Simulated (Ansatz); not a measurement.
Abridged output of a molecular run in Ansatz:

```
Functional definition: HF
981 factors; integrals over basis functions are off by at most 1.2e-3 eV
mean field evaluation 1: about -91444.3273 eV, gradient 2.4e1 eV
mean field evaluation 2: about -91444.3411 eV, gradient 2.4e1 eV
mean field evaluation 4: about -91446.0481 eV, gradient 2.1e0 eV
mean field evaluation 8: about -91446.0677 eV, gradient 1.2e-1 eV
mean field evaluation 16: about -91446.0502 eV, gradient 3.7e-1 eV
mean field -91446.06779546 eV, -3360.5810071121 hartree, gradient 7.2e-6 eV, S^2 0.000000; 0 other end points of the search recorded, 0 dependent functions left out
20 core orbitals not correlated: weight in the atoms' cores, before any rotation towards them, 1.000 or more for the frozen orbitals, at most 0.000 for the correlated occupied ones
reference -91446.06779546 eV, -3360.5810071121 hartree; 18, 18 occupied and 64, 64 virtual orbitals, 981 factors
second order -16.40750574 eV of doubles, -0.00000000 eV of singles
cycle   1  -17.07322380 eV  change   -6.7e-1 eV  update   7.5e-2
cycle   2  -17.44590689 eV  change   -3.7e-1 eV  update   2.1e-2
cycle   3  -17.48730970 eV  change   -4.1e-2 eV  update   8.1e-3
cycle   4  -17.48367950 eV  change    3.6e-3 eV  update   1.7e-3
cycle   5  -17.48429593 eV  change   -6.2e-4 eV  update   5.2e-4
cycle   6  -17.48407118 eV  change    2.2e-4 eV  update   1.3e-4
cycle   7  -17.48404946 eV  change    2.2e-5 eV  update   4.0e-5
perturbative correction -0.41604472 eV, -0.0152893613 hartree
Total energy: -91463.96788963 eV, -3361.2388234399 hartree
```

Its atoms:

Cartesian coordinates in Å:
```
C 0.185 0.616 0.819
Si -0.064 -0.383 -0.717
Cl 1.040 -2.106 -0.611
Br -2.207 -0.909 -0.931
H -0.400 1.537 0.766
H -0.132 0.050 1.696
H 1.241 0.872 0.929
H 0.337 0.323 -1.951
```

Problem. Which basis set was used?
A. cc-pV(T+d)Z
B. def2-QZVPP
C. def2-SVP
D. def2-TZVPP

Solution. C. It gives 102 functions.

Problem. Write the keys of the input that set method, charge and spin (a neutral closed shell needs none for the last two).

Solution. 
```yaml
correlation: {method: ccsd_t}
```
